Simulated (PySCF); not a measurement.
Electron correlation in Xe (xenon, neutral)

[Xe], closed-shell 1S. Computed with PySCF 2.14 in def2-TZVPPD with the def2 core potential (28 electrons) (7s6p4d2f, 59 functions), with a scalar-relativistic core potential. Frozen: nothing; 26 electrons correlated.

```tsv
level	correlation energy (mhartree)
CCSD	-580.71
(T)	-11.46
CCSD(T)	-592.17
```

Diagnostics: T1 = 0.0035, D1 = 0.0127, largest double amplitude 0.031.

Cost of the coupled-cluster step: of the order of 9 core-seconds, for 26 correlated electrons.

Iterations:

```
CC2 = 0
CCSD nocc = 13, nmo = 59
frozen orbitals []
max_cycle = 100
direct = 0
conv_tol = 1e-08
conv_tol_normt = 1e-06
diis_space = 8
diis_start_cycle = 0
Init t2, MP2 energy = -328.916090934964  E_corr(MP2) -0.617649507560012
Init E_corr(CCSD) = -0.617649507564582
cycle = 1  E_corr(CCSD) = -0.568372881907125  dE = 0.0492766257  norm(t1,t2) = 0.0315902
cycle = 2  E_corr(CCSD) = -0.581488072098402  dE = -0.0131151902  norm(t1,t2) = 0.00784571
cycle = 3  E_corr(CCSD) = -0.580242259170636  dE = 0.00124581293  norm(t1,t2) = 0.00166322
cycle = 4  E_corr(CCSD) = -0.580722869847366  dE = -0.000480610677  norm(t1,t2) = 0.000572313
cycle = 5  E_corr(CCSD) = -0.580715609697826  dE = 7.26014954e-06  norm(t1,t2) = 0.000103842
cycle = 6  E_corr(CCSD) = -0.5807070144801  dE = 8.59521773e-06  norm(t1,t2) = 1.4793e-05
cycle = 7  E_corr(CCSD) = -0.580707437719216  dE = -4.23239115e-07  norm(t1,t2) = 5.15015e-06
cycle = 8  E_corr(CCSD) = -0.580707658451247  dE = -2.20732031e-07  norm(t1,t2) = 6.0174e-07
cycle = 9  E_corr(CCSD) = -0.580707593065648  dE = 6.53855987e-08  norm(t1,t2) = 1.71213e-07
cycle = 10  E_corr(CCSD) = -0.580707584899765  dE = 8.16588319e-09  norm(t1,t2) = 1.90506e-08
CCSD converged
E(CCSD) = -328.8791490123038  E_corr = -0.5807075848997649
CCSD(T) correction = -0.0114640621849881
```

The basis has no tight functions for the innermost shells, so their pair energies are far from complete.

This basis was not built for core-valence correlation, so the inner-shell part is incomplete.
